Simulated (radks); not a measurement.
Values are calculated unless marked as measured or tabulated.
Question: The bismuth ion Bi13+ is in [Xe] 4f14 5d(3/2: 2, 5/2: 0). Level of theory: Dirac Kohn-Sham, BLYP, spin-unpolarised, spherical densities, finite nucleus; Fermi nuclear charge, rms radius of each element as measured or else 0.836 A^(1/3) + 0.57 fm (a radial shooting solver on a logarithmic mesh with Libxc functionals). Sub-shells are occupied by j as written (lower j first in brackets). One electron is removed from 5p1/2, 5p3/2, 5s1/2, 5d3/2 in turn, with full relaxation. Which removal costs least, and what does each cost?

Answer: 5d3/2 252.25 eV; 5p3/2 322.62 eV; 5p1/2 352.26 eV; 5s1/2 398.35 eV. The 5d3/2 electron leaves first.
